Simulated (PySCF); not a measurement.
## Electron correlation in Ar³⁺ (argon, charge +3)

[Ne] 3s2 3p3, high-spin 4S determinant. Computed with PySCF 2.14 in aug-cc-pVQZ-DK (7s6p4d3f2g, 84 functions), with the spin-free X2C one-electron Hamiltonian (Gaussian nucleus). Frozen: [Ne]; 5 electrons correlated.

```tsv
level	correlation energy (mhartree)
CCSD	-128.61
(T)	-3.68
CCSD(T)	-132.29
```

Diagnostics: T1 = 0.0028, D1 = 0.0073, largest double amplitude 0.054.

Question: Is a single reference adequate?

Answer: Yes: T1 lies below 0.03 and no double amplitude reaches 0.07.
